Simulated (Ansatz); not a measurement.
The cluster FeF₃. Total charge 0; doublet. Geometry PBE-D4/def2-TZVP; atoms count from 1.

```xyz
4

Fe   -0.009    0.006   -0.107
F     1.485    0.388   -0.859
F     0.136   -0.095    1.599
F    -1.613   -0.299   -0.634
```

The charge 0 doublet is spin-contaminated (final ⟨S²⟩ up to 2.19, 0.75 for a pure state). The geometry of the doublet was relaxed on an unsound state (⟨S²⟩ 2.01, where a pure state has 0.75). At PBE0-D4/def2-TZVP a sextet of charge 0 lies 1.96 eV below the doublet, each at its own geometry. The structure comes from a short search, and lower isomers may exist.

Q: Estimate the Mulliken populations from the PBE0/def2-TZVP orbitals of Ansatz.

A: 
```csv
atom,charge (e),spin (α − β),d electrons
Fe1,1.35,1.04,6.13
F2,-0.46,-0.02,–
F3,-0.44,-0.01,–
F4,-0.46,-0.02,–
```
Mulliken values and Mayer orders depend strongly on the basis.

Q: Where does the spin sit?

A: Summed by element: Fe 1.04, F -0.04, of 1 unpaired in all. Largest on single atoms: Fe1 1.04, F2 -0.02, F4 -0.02.

Q: And the Mayer bond orders between bonded heavy atoms (over 0.3)?

A: Fe1–F2 0.88 (1.72 Å); Fe1–F3 0.90 (1.71 Å); Fe1–F4 0.88 (1.72 Å).
